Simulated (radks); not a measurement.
Task: Coherent X-ray form factor from a spherical all-electron density. All-electron calculation, scalar-relativistic Kohn-Sham, SCAN, spin-polarised, spherical densities, finite nucleus; meta-GGA in the generalised Kohn-Sham scheme; Fermi nuclear charge, rms radius of each element as measured or else 0.836 A^(1/3) + 0.57 fm. Program: a radial shooting solver on a logarithmic mesh with Libxc functionals.

sin(theta)/lambda (1/angstrom),f0 (electrons)
0.05,52.778
0.1,52.125
0.15,51.070
0.2,49.662
0.25,47.963
0.3,46.039
0.4,41.792
0.5,37.417
0.6,33.275
0.8,26.426
1,21.685
1.25,18.004
1.5,15.670
2,12.117

The species is in the configuration that NIST lists as its ground one. Which atom or ion scatters so?

Result: The dysprosium ion Dy13+, [Kr] 4d10 4f6 5s1. Extrapolating in s^2 from the first two rows gives f0(0) = 53.0, near the electron count 53; among species with that count, the fall with angle is slower the higher Z, and the table is that of Z = 66; from so few rows the species is fixed only to a neighbour or two.
